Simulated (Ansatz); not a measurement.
Input for Ansatz (a first-principles code): R-B3LYP/def2-TZVPPD on H2Se (SMILES [SeH2]) with ghost functions, monomers drawn apart or pushed together. Files ending in .json are basis or fitting sets from the Basis Set Exchange.

Ansatz 0.2 input:
```yaml
crystal:
  periodic: [false, false, false]
  atoms:
    - {symbol: Se, position_ang: [-1.48785312, 2.37576468, 6.82271766]}
    - {symbol: H, position_ang: [-0.66382862, 1.16248291, 6.72227728]}
    - {symbol: H, position_ang: [-2.55858840, 1.74696744, 6.03574481]}
basis:
  gaussian:
    orbitals: def2-TZVPPD.json
    ghost_atoms:
      - {symbol: C, position_ang: [0.57270194, 1.01716234, -0.10419243]}
      - {symbol: Si, position_ang: [-0.09874862, -0.69083929, 0.26969909]}
      - {symbol: H, position_ang: [0.46280381, 1.66526233, 0.76649329]}
      - {symbol: H, position_ang: [0.03743732, 1.47086142, -0.94034046]}
      - {symbol: H, position_ang: [1.63129649, 0.96992884, -0.36620816]}
      - {symbol: H, position_ang: [0.62640433, -1.30666247, 1.40877732]}
      - {symbol: H, position_ang: [0.04291789, -1.58702339, -0.90429972]}
      - {symbol: H, position_ang: [-1.53744245, -0.62673196, 0.62850508]}
hamiltonian:
  xc: {name: B3LYP}
scf: {lower_state_search: off}
```

The head of its log:

```
WARN ansatz: RAYON_NUM_THREADS=1 ignored (pool sized by the plan → 1); use --threads N
Functional definition: B3LYP
these checks for a lower state are left out or cut short: stability, starts, cluster_reference, orbital_swaps, neighbouring_geometries, increment
integrals: 0.20 GiB planned
1332 factors; their error is unknown
mean field: 1.54 GiB planned
mean field evaluation 1: about -65382.7924 eV, gradient 1.0e1 eV
mean field evaluation 2: about -65382.9465 eV, gradient 5.6e0 eV
```

Predict the final total energy.

-2402.7910 hartree.
